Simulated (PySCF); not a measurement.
## Calculated data, Al$_{2}$H$_{2}$N

Computed with PySCF 2.14.0. Calculation on a computer-drawn molecule: optimised geometry and harmonic frequencies of an isolated molecule of the commonest isotopes, restricted reference for singlets and unrestricted otherwise, frozen core in MP2.

```json
{"formula": "Al2H2N", "start_structure": {"atoms_angstrom": [["Al", -0.8115, 0.8072, 2.6798], ["N", 0.5194, -0.0043, 1.9014], ["Al", 1.7749, -0.7777, 1.1543], ["H", -1.9531, 1.5468, 3.4662], ["H", 2.865, -1.514, 0.4399]]}, "given": {"charge": 1, "multiplicity": 1, "method": "HF", "basis": "cc-pV(D+d)Z", "drawn_bonds_atom": [1, 2, 1, 3], "drawn_bonds_other_atom": [2, 3, 4, 5], "drawn_bonds_order": [2, 1, 1, 1]}, "results": {"optimised_atom_element": ["Al", "N", "Al", "H", "H"], "optimised_atom_x [angstrom]": [-0.7665, 0.4789, 1.724, -1.921, 2.879], "optimised_atom_y [angstrom]": [0.7966, 0.01155, -0.7735, 1.525, -1.501], "optimised_atom_z [angstrom]": [2.7, 1.928, 1.157, 3.416, 0.4407], "modes_frequency [cm^-1]": [127.7, 127.7, 467.8, 467.8, 478.8, 478.8, 645.1, 1352, 2165, 2166], "modes_reduced_mass [dalton]": [4.286, 4.286, 1.142, 1.142, 1.256, 1.256, 12.94, 12.53, 1.053, 1.05], "rotational_constants [GHz]": [2.976, 2.976], "total_energy [hartree]": -539.2246, "convergence_status_largest_gradient_component [hartree/bohr]": 1.625e-05}}
```
